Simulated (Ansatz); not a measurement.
Isolated molecules relaxed with PBE0-D4/def2-TZVP in Ansatz; ΔE leaves out vibrations. CBS: MP2 limit from def2 TZ/QZ plus the TZ coupled-cluster correction, frozen cores. Functionals use def2-TZVPP. B3LYP here is the variant with VWN-RPA as its local correlation; programs differ in this. One conformer a species, not always the lowest.

Reaction (ligand exchange at the Si–C bond): `OC1([SiH3])[SiH2]S1` + `CBN[SiH3]` → `CBN([SiH3])[SiH3]` + `OC1[SiH2]S1`

`OC1([SiH3])[SiH2]S1`:

```xyz
11

O     1.669   -0.462   -0.577
C     0.395   -0.251   -0.069
Si   -0.841    0.142   -1.428
Si    0.074    0.321    1.672
S    -0.297   -1.636    1.050
H     2.285   -0.640    0.143
H    -0.351    1.291   -2.235
H    -2.120    0.506   -0.770
H    -1.034   -1.037   -2.310
H     1.278    0.556    2.504
H    -1.057    1.211    2.020
```

`CBN[SiH3]`:

```xyz
12

C     1.123   -1.057   -0.654
B     1.005   -0.187    0.644
N    -0.112    0.626    0.909
Si   -1.527    0.832   -0.089
H     2.022   -0.772   -1.212
H     0.274   -1.002   -1.341
H     1.268   -2.110   -0.387
H     1.891   -0.198    1.458
H    -0.098    1.151    1.770
H    -1.179    1.387   -1.422
H    -2.424    1.783    0.617
H    -2.243   -0.454   -0.293
```

`CBN([SiH3])[SiH3]`:

```xyz
15

C     0.955    2.051   -0.184
B    -0.180    1.012   -0.459
N    -0.231   -0.334   -0.011
Si   -1.658   -1.210   -0.536
Si    0.937   -1.181    0.974
H     1.800    1.698    0.408
H     1.338    2.425   -1.141
H     0.528    2.929    0.314
H    -1.124    1.375   -1.125
H    -2.891   -0.600    0.020
H    -1.534   -2.604   -0.028
H    -1.745   -1.241   -2.017
H     2.021   -0.270    1.409
H     1.524   -2.310    0.206
H     0.258   -1.740    2.172
```

`OC1[SiH2]S1`:

```xyz
8

O    -1.587   -0.122   -0.504
C    -0.231   -0.379   -0.474
Si    0.763    0.287    0.935
S     0.924    1.019   -1.014
H    -1.884   -0.102   -1.419
H     0.069   -1.303   -0.967
H     0.061    1.102    1.949
H     1.884   -0.503    1.493
```

| level | ΔE (kcal/mol) | difference from CCSD(T)/CBS |
| --- | --- | --- |
| PBE-D4 | -6.7 | 2.3 |
| r2SCAN-D4 | -8.1 | 0.9 |
| PBE0-D4 | -8.1 | 0.9 |
| B3LYP-D4 | -8.7 | 0.3 |
| ωB97X-V | -9.2 | -0.2 |
| ωB97M-V | -9.0 | 0.0 |
| B2PLYP | -9.1 | -0.1 |
| PBE | -6.8 | 2.2 |
| r2SCAN | -8.1 | 0.9 |
| PBE0 | -8.2 | 0.8 |
| B3LYP | -8.9 | 0.1 |
| HF/def2-TZVPP | -12.3 | -3.3 |
| MP2/def2-TZVPP | -9.3 | -0.3 |
| SCS-MP2/def2-TZVPP | -9.9 | -0.9 |
| CCSD/def2-TZVPP | -10.1 | -1.1 |
| CCSD(T)/def2-TZVPP | -9.4 | -0.4 |
| HF/def2-QZVPP | -12.6 | -3.6 |
| MP2/def2-QZVPP | -9.2 | -0.2 |
| SCS-MP2/def2-QZVPP | -9.8 | -0.8 |
| HF/CBS(def2) | -12.6 | -3.6 |
| MP2/CBS(def2) | -8.9 | 0.1 |
| CCSD/CBS(def2) | -9.7 | -0.7 |
| CCSD(T)/CBS | -9.0 | 0 |

Largest T1 diagnostic among the species: 0.014.

In def2-TZVPP, CCSD(T) changes the Hartree–Fock value by +2.9 kcal/mol (the triples alone add +0.7 kcal/mol) and MP2 by +3.0 kcal/mol. From PBE to PBE0 (25 % exact exchange), in def2-TZVPP and without D4, ΔE moves by −1.4 kcal/mol.
